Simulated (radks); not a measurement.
Task: Neutral lithium, [He] 2s1. All-electron calculation, non-relativistic Kohn-Sham, PBE, spin-polarised, spherical densities, point nucleus. Program: a radial shooting solver on a logarithmic mesh with Libxc functionals. Every spin shell is full or empty, so the densities are truly spherical. Functionals are evaluated on that one density, not self-consistently. Rank these exchange functionals by their error against the exact value of the orbitals, and give that value: LDA, B88, PBE, revPBE, WC, B86b, G96, EV93, APBE, TPSS, revTPSS, MS2.

Result: Exact: -1.77080 hartree. From best to worst, with 100 (|E| - |E exact|)/|E exact| (equal figures are ties): G96 +0.05, B88 -0.11, B86b -0.18, revPBE +0.30, revTPSS +0.35, TPSS +0.48, APBE +0.50, MS2 +0.62, PBE -1.10, WC -3.19, EV93 +4.90, LDA -13.51.
